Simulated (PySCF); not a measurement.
Bond stretch in Be2, singlet. Each curve is given relative to its own lowest point near equilibrium.

```
R / Å     A     B     C
-----  ----  ----  ----
1.89   71.3  49.7  40.0
2.02   37.6  21.2  14.6
2.13   20.5   8.2   4.2
2.28    7.9   0.9   0.0
2.39    3.5   0.0   1.0
2.43    2.6   0.1   1.8
2.52    1.3   0.9   3.9
2.62    0.4   2.1   6.3
2.66    0.2   2.5   7.1
2.76    0.0   3.5   8.6
2.89    0.4   4.5   9.4
3.09    1.7   5.5  10.5
3.41    4.5   6.2  11.8
3.74    6.9   6.5  12.6
4.13    8.6   6.8  13.1
4.53    9.7   7.1  13.4
5.06   10.3   7.6  13.6
5.51   10.5   8.0  13.6
6.19   10.6   8.4  13.6
6.80   10.8   8.6  13.6
7.46   10.9   8.8  13.5
```

Energies in kJ/mol.

Q: Match the curves with the methods restricted M06-2X/cc-pVTZ (PySCF); PySCF with CCSD(T) on UHF/cc-pVTZ; PySCF with unrestricted CAM-B3LYP/cc-pVTZ.

A: A is RKS-M06-2X; B is UCCSD(T); C is UKS-CAM-B3LYP.

The unrestricted determinant behind UCCSD(T) is spin-contaminated at 1.89 to 7.46 Å (<S²> up to 0.9, against 0.00 for a pure singlet). The unrestricted determinant behind UKS-CAM-B3LYP is spin-contaminated at 1.89 to 2.76 Å (<S²> up to 0.8, against 0.00 for a pure singlet).
